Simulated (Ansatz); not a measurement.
Al₅As₅⁻ (the lowest doublet isomer of a short search), 10 atoms. Hardware: 4 threads of Intel Xeon Platinum 8488C on a shared host.

The 6-31G sets use Cartesian d functions.

How many basis functions does each of these Ansatz runs have, and roughly what does it cost? PBE0-D4/def2-SVP, charge 0 triplet at the geometry of the charge -1 doublet, energy; PBE0-D4/def2-SVP, charge 0 singlet at the geometry of the charge -1 doublet, energy; PBE-D4/def2-SVPD, charge -1 doublet, energy, from earlier orbitals; B3LYP-D4/6-31G, charge -1 doublet, energy; PBE-D4/def2-SVP, charge 0 triplet at the geometry of the charge -1 doublet, energy, from earlier orbitals; HF/STO-3G, charge -1 doublet, energy; r2SCAN-D4/def2-SVP, charge -1 doublet, relaxation, 10 steps; PBE-D4/def2-SVP, charge 0 singlet at the geometry of the charge -1 doublet, energy, from earlier orbitals; PBE0-D4/def2-SVP, charge -1 doublet, energy and forces, from earlier orbitals; PBE-D4/def2-SVP, charge -1 doublet, energy, from earlier orbitals; r2SCAN-D4/def2-SVP, charge -1 doublet, energy, from earlier orbitals; HF/6-31G, charge -1 doublet, energy.

Other jobs shared the machine, so times can vary by a factor of up to 3.

| run | functions | fitting or Cholesky vectors | wall time | peak host memory (GiB) |
| --- | --- | --- | --- | --- |
| PBE-D4/def2-SVP, charge 0 singlet at the geometry of the charge -1 doublet, energy, from earlier orbitals | 250 | 2780 | 4 s | 0.63 |
| HF/STO-3G, charge -1 doublet, energy | 135 | 1369 | 6 s | 1.2 |
| PBE-D4/def2-SVP, charge -1 doublet, energy, from earlier orbitals | 250 | 2780 | 8 s | 0.72 |
| PBE-D4/def2-SVP, charge 0 triplet at the geometry of the charge -1 doublet, energy, from earlier orbitals | 250 | 2780 | 9 s | 0.73 |
| PBE0-D4/def2-SVP, charge 0 singlet at the geometry of the charge -1 doublet, energy | 250 | 2367 | 9.5 s | 1.4 |
| PBE-D4/def2-SVPD, charge -1 doublet, energy, from earlier orbitals | 310 | 3145 | 13 s | 1.1 |
| B3LYP-D4/6-31G, charge -1 doublet, energy | 210 | 1940 | 16 s | 1.7 |
| HF/6-31G, charge -1 doublet, energy | 210 | 1940 | 20 s | 1.9 |
| r2SCAN-D4/def2-SVP, charge -1 doublet, energy, from earlier orbitals | 250 | 2780 | 23 s | 0.87 |
| PBE0-D4/def2-SVP, charge 0 triplet at the geometry of the charge -1 doublet, energy | 250 | 2367 | 26 s | 2.2 |
| PBE0-D4/def2-SVP, charge -1 doublet, energy and forces, from earlier orbitals | 250 | 2367 | 32 s | 2 |
| r2SCAN-D4/def2-SVP, charge -1 doublet, relaxation, 10 steps | 250 | 2780 | 2.1 min | 0.72 |
